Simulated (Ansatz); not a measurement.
```yaml
crystal:
  periodic: [false, false, false]
  atoms:
    - {symbol: B, position_ang: [-0.430615, 0.956523, -1.585827]}
    - {symbol: B, position_ang: [0.654047, 0.351089, -0.554438]}
    - {symbol: B, position_ang: [0.279370, -0.780647, 0.677774]}
    - {symbol: Se, position_ang: [-0.330361, -0.248120, 2.405347]}
    - {symbol: H, position_ang: [-0.775739, 0.493538, -2.567618]}
    - {symbol: H, position_ang: [-0.945062, 2.068768, -1.253754]}
    - {symbol: H, position_ang: [1.799082, 0.545254, -0.643725]}
    - {symbol: H, position_ang: [0.251543, -1.887369, 0.457732]}
    - {symbol: H, position_ang: [-0.473829, -1.589065, 3.010835]}
basis:
  gaussian: {orbitals: "6-31G*"}
total_charge: -1
magnetization: {spin_polarized: true, initial_magnetization: 1}
hamiltonian: {xc: {name: HF}, pseudopotentials: {relativity: none}}
correlation: {method: ccsd}
scf: {lower_state_search: light}
scf: {max_iter: 3}
```

```sh
$ ansatz run in.yaml --threads 2 --pin off --events-out ev --progress --plain --max-ram 4352MiB
```

(1) How does Ansatz answer? (Estimate.)

Answers

(1) Computed: The program refused the input.
```
Error: YAML parse error: error: line 20 column 1: duplicate mapping key: scf, set DuplicateKeyPolicy in Options if acceptable
18 | correlation: {method: ccsd}
19 | scf: {lower_state_search: light}
20 | scf: {max_iter: 3}
```
